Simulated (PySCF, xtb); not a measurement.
2-pyrimidin-2-yl-1,3,4-oxadiazole (C6H4N4O), SMILES o1cnnc1-c1ncccn1.

GFN2-xTB (xtb) at its own geometry gives an orbital gap of 2.18 eV and a dipole moment of 4.70 D.

The structure is a stationary point at ωB97X-D3(BJ)/def2-SVP. One conformer was computed; it need not be the lowest.

### Question
What does PySCF with HF/def2-SVP give? (Estimate from the structure and the level; the computed values follow.)

### Answer
gap 11.52 eV (levels -9.91 and 1.61 eV), dipole 5.08 D.
